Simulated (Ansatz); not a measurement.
Reaction (redistribution): `N[AsH]N[SiH3]` + `CNC[SiH2]Cl` → `CN[AsH]N` + `[SiH3]NC[SiH2]Cl`

Gas-phase electronic energies from Ansatz, PBE0-D4/def2-TZVP geometries. CBS: MP2 limit from def2 TZ/QZ plus the TZ coupled-cluster correction, frozen cores. DFT in def2-TZVPP. B3LYP here is the variant with VWN-RPA as its local correlation; programs differ in this. For As outer-core shells are correlated without core-valence functions, which leaves a few kJ/mol of doubt a bond. Scalar relativity is left out up to krypton. One conformer a species, not always the lowest.

(1) Is it downhill or uphill in electronic energy at CCSD(T)/CBS, and by how much? (An estimate is asked.)

(2) What do these levels give: PBE0-D4, B3LYP-D4, ωB97X-V, B2PLYP, PBE, B3LYP, HF/def2-TZVPP, MP2/def2-TZVPP, CCSD/def2-TZVPP, CCSD(T)/def2-TZVPP, HF/def2-QZVPP, HF/CBS(def2)? (Best estimate.)

Largest T1 diagnostic among the species: 0.011.

## Answers

(1) Ansatz gave: Uphill: ΔE = +23.7 kJ/mol.

(2) Ansatz gave: PBE0-D4 24.1, B3LYP-D4 23.7, ωB97X-V 25.7, B2PLYP 23.0, PBE 20.3, B3LYP 20.3, HF/def2-TZVPP 23.6, MP2/def2-TZVPP 26.6, CCSD/def2-TZVPP 25.0, CCSD(T)/def2-TZVPP 25.4, HF/def2-QZVPP 23.2, HF/CBS(def2) 23.1 kJ/mol.

The D4 term adds +3.4 kJ/mol with B3LYP and +2.0 kJ/mol with PBE0; it sums over pairs of atoms, weighted by their polarisabilities, and B3LYP, whose exchange is more repulsive, gets the larger term.
